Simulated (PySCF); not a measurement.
A structure optimised at r2SCAN-D4/def2-SVP, used in a PySCF frequency run:

```xyz
6

In     0.0067    -0.5364     0.0000
F     -1.8953    -0.9341     0.0000
F      1.2450    -2.0260     0.0000
N      0.7184     1.3485     0.0000
C      0.2430     2.4699     0.0000
O     -0.1200     3.5831     0.0000
```

Question: Write its SMILES, formula and point group.

Answer: O=C=[N][In]([F])[F], CF₂InNO, Cs

Question: What are its rotational constants (standard atomic weights)?

Answer: 4.7740, 1.1725, 0.94133 GHz
